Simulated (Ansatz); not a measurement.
Isolated molecules relaxed with PBE0-D4/def2-TZVP in Ansatz; ΔE leaves out vibrations. CBS: MP2 limit from def2 TZ/QZ plus the TZ coupled-cluster correction, frozen cores. Functionals use def2-TZVPP. B3LYP here is the variant with VWN-RPA as its local correlation; programs differ in this. def2 core potentials past Kr. For Sn outer-core shells are correlated without core-valence functions, which leaves a few kJ/mol of doubt a bond. One conformer a species, not always the lowest.

`FC[SiH2][SnH2][F]` + `CBS` → `[CH3][SnH2][F]` + `FC[SiH2]BS`  (redistribution)

```csv
level,ΔE (kJ/mol)
B3LYP,55.9
MP2/CBS(def2),50.1
```

(1) What does CCSD(T)/CBS give? (An estimate is asked.)

Largest T1 diagnostic among the species: 0.014.

## Answers

(1) Ansatz gave: +48.3 kJ/mol. The listed levels differ from it by 7.6, 1.8 kJ/mol.

In def2-TZVPP, CCSD(T) changes the Hartree–Fock value by −10.6 kJ/mol (the triples alone add −1.8 kJ/mol) and MP2 by −8.8 kJ/mol.
